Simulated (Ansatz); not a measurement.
`C[Se][GeH2][Cl]` + H₂S → `[SH][GeH2][Cl]` + `C[SeH]` at 298.15 K and 1 bar (ligand exchange at a Ge–Se bond).

Computed with Ansatz on PBE0-D4/def2-TZVP structures; ΔE is electronic, products minus reactants. CCSD(T)/CBS is the MP2 limit (def2-TZVPP, def2-QZVPP) plus CCSD(T) − MP2 in def2-TZVPP, frozen cores. This one scheme is used for every species. For Ge, Se outer-core shells are correlated without core-valence functions, which leaves a few kJ/mol of doubt a bond. Scalar relativity is left out up to krypton. One conformer a species, not always the lowest.

```csv
species,CCSD(T)/CBS energy (Eh),H − E (kJ/mol),S (J/(mol·K))
`C[Se][GeH2][Cl]`,-4977.71849,167.1,371.9
H₂S,-398.97279,49.9,205.7
`[SH][GeH2][Cl]`,-2935.52817,86.7,319.0
`C[SeH]`,-2441.15625,129.5,267.5
```

H − E and S are ideal-gas, rigid-rotor, harmonic terms from PBE0-D4/def2-TZVP, for one conformer and one mirror image of each species. 1 Eh = 2625.50 kJ/mol, R = 8.31446 J/(mol·K).

Q: By hand: ΔE, ΔH, ΔS and ΔG.

A: ΔE = (-2935.52817) + (-2441.15625) − (-4977.71849) − (-398.97279) = 0.00686 Eh = 18.0 kJ/mol. Δ(H − E) = 86.7 + 129.5 − 167.1 − 49.9 = -0.8, so ΔH = 17.2 kJ/mol. ΔS = 319.0 + 267.5 − 371.9 − 205.7 = 8.9 J/(mol·K). ΔG = 17.2 − 298.15 × (8.9)/1000 = 14.5 kJ/mol.

Q: By hand: the equilibrium constant, and the temperature at which ΔG would vanish if ΔH and ΔS stayed fixed.

A: log₁₀ K = −ΔG/(RT ln 10) = -2.5. ΔG = 0 at ΔH/ΔS = 1933 K, though so small a ΔS makes that figure unsure.

The number of gas molecules stays the same, so ΔS is small and ΔH decides. A doubt of 5 kJ/mol in ΔE shifts log₁₀ K by 0.9 here. Other conformers and mirror images would add mixing entropy, several J/(mol·K) or more a flexible species. Modes under 60 cm⁻¹, often nearly free rotors, make the harmonic entropy too high. These are equilibria of isolated gas molecules and say nothing of rates. Largest T1 diagnostic: 0.010 (customary marks: 0.02 for closed shells, 0.045 for open ones).
